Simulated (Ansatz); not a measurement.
Potential energy curve for Bi(Me)3, SMILES [CH3][Bi]([CH3])[CH3] (C3H9Bi). The C2–H13 bond (C2 also carries Bi, H, H; H13 carries nothing else) is varied alone, starting from the PBE0/def2-SVP, def2 effective core potentials past Kr optimised geometry.

Method: unrestricted PBE0/def2-SVP, def2 effective core potentials past Kr (Ansatz, a quantum-chemistry and plane-wave program).

Relative to R = 1.10 Å, what are the energies at R = 0.96, 1.03, 1.45, 2.02 Å?

0.438 eV at 0.96 Å, 0.094 eV at 1.03 Å, 1.146 eV at 1.45 Å, 3.696 eV at 2.02 Å.

The unrestricted determinant behind UKS-PBE0 is spin-contaminated at 2.02 to 3.21 Å (<S²> up to 1.0, against 0.00 for a pure singlet).
